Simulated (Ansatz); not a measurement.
**A relaxation, step by step**

AlSiH$_{8}$O$_{3}$, doublet, PBE0-D4/def2-TZVP (Ansatz 0.2.0). Settings:

```yaml
hamiltonian: {xc: pbe0, dispersion: d4}
relax: {f_tol: 0.005, max_steps: 200}
```

Start, a step off a saddle point along its unstable mode:

Al1  (-1.171, 0.774, -0.912)
O2  (-0.157, -0.524, -0.269)
Si3  (-0.352, -2.122, -0.065)
H4  (-2.539, 0.890, -0.053)
H5  (0.726, 1.791, 0.215)
O6  (-0.020, 2.153, -0.265)
H7  (1.140, 0.220, 0.404)
O8  (1.614, 0.861, 0.692)
H9  (0.926, -2.843, -0.340)
H10  (-1.397, -2.582, -1.012)
H11  (-0.761, -2.455, 1.333)
H12  (-0.458, 2.957, 0.065)
H13  (2.447, 0.879, 0.209)
(Å)

```
              step  energy less the last (meV)  largest force component (eV/Å)
                 1                       990.1                           7.705
3 (rejected trial)                       103.1                           0.759
                 5                         9.5                           0.227
                 7                         4.0                           0.050
                 9                         2.6                           0.027
                11                         2.3                           0.017
                13                         1.9                           0.040
                15                         1.4                           0.044
                17                         1.0                           0.052
                19                         0.6                           0.031
                21                         0.4                           0.016
                23                         0.2                           0.008
                25                         0.2                           0.007
                27                         0.1                           0.016
                29                         0.1                           0.020
                31                         0.0                           0.009
                33                         0.0                           0.005
                34                         0.0                           0.002
```

Step 31, positions (Å) and forces (eV/Å):

| atom | x | y | z | Fx | Fy | Fz |
| --- | --- | --- | --- | --- | --- | --- |
| Al1 | -1.389 | 0.760 | -0.755 | 0.002 | 0.009 | 0.003 |
| O2 | -0.344 | -0.530 | -0.128 | 0.002 | -0.006 | 0.001 |
| Si3 | -0.372 | -2.162 | -0.057 | -0.002 | -0.001 | 0.000 |
| H4 | -2.559 | 1.210 | 0.258 | 0.001 | -0.001 | -0.002 |
| H5 | 0.742 | 1.878 | -0.039 | 0.001 | 0.000 | 0.001 |
| O6 | -0.138 | 2.222 | -0.405 | -0.008 | -0.001 | 0.004 |
| H7 | 1.198 | 0.151 | 0.409 | 0.002 | 0.004 | 0.001 |
| O8 | 1.812 | 0.907 | 0.552 | 0.000 | -0.004 | -0.004 |
| H9 | 1.018 | -2.642 | 0.191 | -0.004 | 0.001 | -0.001 |
| H10 | -0.859 | -2.755 | -1.333 | 0.002 | 0.002 | 0.003 |
| H11 | -1.240 | -2.645 | 1.051 | 0.003 | 0.001 | -0.003 |
| H12 | -0.485 | 2.891 | 0.193 | 0.004 | -0.006 | -0.006 |
| H13 | 2.616 | 0.715 | 0.064 | -0.003 | 0.002 | 0.002 |

Last step (34):

```
13
angstrom
Al -1.3945 0.7576 -0.7468
O -0.3475 -0.5300 -0.1178
Si -0.3705 -2.1632 -0.0594
H -2.5562 1.2173 0.2711
H 0.7416 1.8747 -0.0452
O -0.1367 2.2175 -0.4161
H 1.1938 0.1520 0.4203
O 1.8083 0.9093 0.5576
H 1.0207 -2.6404 0.1811
H -0.8590 -2.7479 -1.3376
H -1.2337 -2.6561 1.0471
H -0.4801 2.8975 0.1719
H 2.6136 0.7119 0.0738
```

Hardware: 4 CPU threads of an AMD EPYC 7R13 and a share of one NVIDIA H100, shared host. Wall time 58 s; peak host memory 0.92 GiB.
